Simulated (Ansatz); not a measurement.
The first iterations of a band of AlBrCl₂H₂O (7 atoms, charge 0, multiplicity 1).

All numbers below come from RKS PBE/def2-SVP (Ansatz).

```json
{"movable images": "5", "climbing image": "yes", "spring": "5.0 eV/Å²", "optimiser": "quadratic models (default)", "start path": "through a guess of the saddle point", "force threshold": "0.03 eV/Å", "iteration limit": "60", "end points": "relaxed"}
```

Image 0:

```xyz
7
Properties=species:S:1:pos:R:3
Al -0.145 -0.032 0.036
Cl -0.065 -0.545 2.134
O 1.244 -0.228 -0.941
H 2.127 -0.403 -0.578
Cl -2.021 -0.135 -0.913
Br -0.106 2.614 0.795
H -0.113 1.774 1.994
```

Image 6:

```xyz
7
Properties=species:S:1:pos:R:3
Al -0.034 0.499 -0.119
Cl -0.176 -0.161 2.351
O 1.538 0.015 -0.592
H 1.701 -0.808 -1.079
Cl -1.784 -0.391 -0.907
Br -0.142 2.711 0.567
H -0.182 1.179 2.307
```

| iteration | highest image above the first end (eV) | largest band force component (eV/Å) |
| --- | --- | --- |
| 1 | 1.079 | 8.734 |
| 2 | 0.311 | 1.056 |
| 3 | 0.108 | 0.746 |
| 4 | 0.079 | 0.386 |
| 5 | 0.074 | 0.184 |
| 6 | 0.069 | 0.159 |
| 7 | 0.063 | 0.146 |
| 8 | 0.057 | 0.300 |
| 9 | 0.053 | 0.176 |
| 10 | 0.049 | 0.160 |

**Question.** Does the band converge within its limit, and where does its top end?

**Answer.** The run converged. It ended after 32 iterations with the highest image 0.031 eV above the first end. The profile has 2 maxima (images 1, 4) with wells between them (image 3): this band takes more than one step, which may be the mechanism or a detour left from its start path. A structure lower than the first end lies on the path between it and the top, so the climb from that side starts below the end, which may itself be a saddle point or a shallow side well. A vibrational analysis at the climbing image gives one clearly imaginary mode, 221i cm⁻¹: a first-order saddle point. The orbitals stay closed-shell, which can raise the energy where a bond breaks towards radicals; this wasn't checked here.

The run took 2.1 min on 2 threads of AMD EPYC 9R45 96-Core Processor (Zen 5), on a shared host, peak memory 0.18 GiB.
